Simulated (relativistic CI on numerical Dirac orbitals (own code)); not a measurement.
**Energy levels of Tl VII**

Calculated at this level of theory: Dirac-Coulomb-Breit CI, orbitals from a KLI potential per configuration, QED by a radiative potential, unscaled Slater integrals (own radial code, finite nucleus).

Configurations in the expansion (outside the closed core [Kr] 4d10 4f14): 5s²5p⁶5d⁷, 5s²5p⁶5d⁶6s, 5s²5p⁶5d⁶5f, 5s²5p⁶5d⁶6p, 5s²5p⁵5d⁸, 5s²5p⁶5d⁶5g, 5s²5p⁶5d⁶6d, 5s²5p⁶5d⁶7s, 5s²5p⁶5d⁵6s6p, 5s²5p⁶5d⁶7p, 5s²5p⁶5d⁶6f, 5s²5p⁶5d⁶7d, 5s²5p⁶5d⁶8s, 5s²5p⁵5d⁷5f, 5s²5p⁶5d⁶8p, 5s²5p⁶5d⁵5f6s, 5s5p⁶5d⁸, 5s²5p⁶5d⁶7f, 5s²5p⁵5d⁷5g, 5s²5p⁵5d⁷6s, 5s5p⁶5d⁷5f, 5s²5p⁶5d⁵6s², 5s²5p⁶5d⁴5f6s², 5s²5p⁶5d⁴6s²6p, 5s²5p⁶5d⁴5g6s², 5s²5p⁶5d⁴6s²6d. Double excitations out of closed p, d and f shells are left out; levels of such configurations are missing from the list, as are those of other unlisted configurations, and high levels can miss mixing partners.

The lowest level is 5s²5p⁶5d⁷ ⁴F9/2, with 79 % of that term; Hund's rules for 5s²5p⁶5d⁷ give ⁴F with J = 9/2, in agreement.

```
No.  Configuration  Term     J  E (cm⁻¹)   %  Next component (%)  Landé g
  1      5s²5p⁶5d⁷    ⁴F   9/2       0.0  79               18 ²G    1.286
  2      5s²5p⁶5d⁷    ²P   3/2   15103.3  42               23 ²D    1.144
  3      5s²5p⁶5d⁷    ⁴F   7/2   16826.0  93                5 ²G    1.220
  4      5s²5p⁶5d⁷    ⁴F   5/2   17806.3  49               31 ²D    1.164
  5      5s²5p⁶5d⁷    ⁴F   3/2   27126.6  50               30 ⁴P    0.922
  6      5s²5p⁶5d⁷    ⁴P   5/2   28893.0  72               24 ⁴F    1.451
  7      5s²5p⁶5d⁷    ²G   9/2   28909.3  52               30 ²H    1.089
  8      5s²5p⁶5d⁷    ⁴P   1/2   33743.4  62               37 ²P    1.919
  9      5s²5p⁶5d⁷    ²H  11/2   37672.6  99    1 5s²5p⁵5d⁷5f ²H    1.090
 10      5s²5p⁶5d⁷    ²G   7/2   40222.8  79               17 ²F    0.942
 11      5s²5p⁶5d⁷    ⁴P   3/2   47944.1  41               24 ⁴F    1.189
 12      5s²5p⁶5d⁷    ²D   5/2   48441.0  67               24 ⁴F    1.185
 13      5s²5p⁶5d⁷    ²F   5/2   52461.9  85               11 ²D    0.905
 14      5s²5p⁶5d⁷    ²P   1/2   55205.7  62               37 ⁴P    1.416
 15      5s²5p⁶5d⁷    ²H   9/2   55695.3  68               29 ²G    0.977
 16      5s²5p⁶5d⁷    ²F   7/2   64287.0  81               15 ²G    1.106
 17      5s²5p⁶5d⁷    ²D   3/2   65649.9  61               26 ²P    0.980
 18      5s²5p⁶5d⁷    ²D   3/2   88811.0  87                5 ⁴F    0.829
 19      5s²5p⁶5d⁷    ²D   5/2   92562.4  86               10 ²F    1.178
 20      5d⁶(5D)6s    ⁶D   9/2  163373.5  80               17 ⁴F    1.505
 21      5d⁶(5D)6s    ⁶D   7/2  173084.4  78               10 ⁴F    1.515
 22      5d⁶(5D)6s    ⁶D   5/2  174084.3  62               25 ⁴P    1.595
 23      5d⁶(5D)6s    ⁶D   3/2  178460.2  69               16 ⁴P    1.738
 24      5d⁶(5D)6s    ⁶D   1/2  181101.9  77               18 ⁴P    3.118
 25      5d⁶(5D)6s    ⁴D   7/2  185448.7  44               18 ²F    1.269
 26      5d⁶(3G)6s    ⁴G   9/2  192373.3  27               20 ⁴H    1.186
 27      5d⁶(5D)6s    ⁴D   5/2  193043.0  42               24 ⁴P    1.408
 28      5d⁶(5D)6s    ⁴D   3/2  194433.1  36               28 ²P    1.176
 29      5d⁶(5D)6s    ⁴D   7/2  197365.3  35               31 ⁴H    1.035
 30      5d⁶(3H)6s    ⁴H  11/2  197995.8  53               45 ⁴G    1.192
 31      5d⁶(3H)6s    ⁴H  13/2  198847.6  85               15 ²I    1.208
 32      5d⁶(5D)6s    ⁴D   1/2  200758.2  65               22 ²P    0.442
 33      5d⁶(3F)6s    ⁴F   5/2  204311.4  37               16 ⁶D    1.166
 34      5d⁶(3H)6s    ⁴H   9/2  205729.0  38               27 ²G    1.076
 35      5d⁶(3H)6s    ²H  11/2  207707.9  40               23 ⁴G    1.102
 36      5d⁶(3F)6s    ⁴F   7/2  207719.7  38               14 ⁴D    1.113
 37      5d⁶(3F)6s    ⁴F   3/2  207781.1  67               14 ²D    0.616
 38      5d⁶(5D)6s    ⁴D   5/2  208459.1  48               16 ⁴G    1.210
 39      5d⁶(3D)6s    ⁴D   3/2  211431.6  55               22 ⁴P    1.331
 40      5d⁶(3F)6s    ²F   5/2  212266.7  27               18 ⁴G    1.053
 41      5d⁶(3D)6s    ⁴D   1/2  215873.7  43               25 ²S    1.380
 42      5d⁶(3G)6s    ⁴G   9/2  216087.6  43               26 ⁴H    1.095
 43      5d⁶(3D)6s    ⁴D   7/2  218271.1  31               23 ⁴H    1.066
 44      5d⁶(3D)6s    ⁴D   5/2  218735.1  51               15 ⁴G    1.216
 45      5d⁶(3D)6s    ⁴D   1/2  219950.2  56               26 ²S    0.987
 46      5d⁶(3F)6s    ⁴F   7/2  219993.0  40               26 ⁴G    1.163
 47      5d⁶(3F)6s    ⁴F   9/2  220233.4  38               28 ²H    1.162
 48      5d⁶(3D)6s    ⁴D   3/2  220824.0  52               24 ²P    1.320
 49      5d⁶(3H)6s    ⁴H  11/2  221138.3  31               31 ⁴G    1.134
 50      5d⁶(3D)6s    ⁴D   7/2  223490.6  36               22 ²F    1.146
 51      5d⁶(3D)6s    ²D   3/2  225657.2  43               30 ⁴P    1.105
 52      5d⁶(3P)6s    ⁴P   1/2  226483.8  78               10 ²P    2.229
 53      5d⁶(1I)6s    ²I  13/2  228103.7  85               15 ⁴H    1.099
 54      5d⁶(3F)6s    ²F   5/2  228725.6  38               23 ⁴G    0.910
 55      5d⁶(3G)6s    ²G   9/2  229585.6  63               21 ²H    1.064
 56      5d⁶(1F)6s    ²F   7/2  230427.2  64               23 ⁴F    1.136
 57      5d⁶(1I)6s    ²I  11/2  231664.0  61               37 ²H    0.990
 58      5d⁶(1F)6s    ²F   5/2  232201.4  48               32 ⁴F    0.984
 59      5d⁶(3D)6s    ²D   5/2  232451.3  54               26 ²F    1.078
 60      5d⁶(3G)6s    ²G   7/2  233467.6  63               19 ⁴F    1.003
 61      5d⁶(3P)6s    ⁴P   3/2  237360.9  33               31 ²D    1.236
 62      5d⁶(1G)6s    ²G   9/2  239067.7  56               26 ⁴F    1.137
 63      5d⁶(3P)6s    ²P   1/2  241154.6  60               20 ⁴P    1.130
 64      5d⁶(1D)6s    ²D   5/2  241492.8  37               32 ⁴P    1.231
 65      5d⁶(1G)6s    ²G   7/2  241789.1  58               33 ²F    0.981
 66      5d⁶(1D)6s    ²D   3/2  242080.4  40               23 ⁴P    1.106
 67      5d⁶(3P)6s    ⁴P   3/2  244043.6  50               21 ²D    1.388
 68      5d⁶(3F)6s    ⁴F   9/2  249127.9  68               16 ²G    1.252
 69      5d⁶(3F)6s    ⁴F   3/2  249343.4  77               14 ²D    0.530
 70      5d⁶(3P)6s    ²P   1/2  250957.3  63               24 ⁴P    1.230
```

Energies count from the lowest computed level. Percentages are summed over parent terms; the parents shown are those of the largest component, closed shells are left out there.

The mean weight of the leading LS term, summed over parents, in these 70 levels is 57 %, and that of the leading jj configuration (from the same eigenvectors) 69 %, so jj coupling describes them better and the LS labels are nominal.

At this charge configurations can still be misplaced by up to about 7 % of their energy. Terms inside the open d or f shell come out 10 to 20 % too wide with unscaled integrals. Levels and lines within the n = 5 or 6 shells can be off by up to 10 % or somewhat more, and those that change n by about 2 %, since core polarisation is missing.

LS names give the leading component of a level, which can be under half, so a name can repeat, a term be missing and a line seem to break the LS rules.
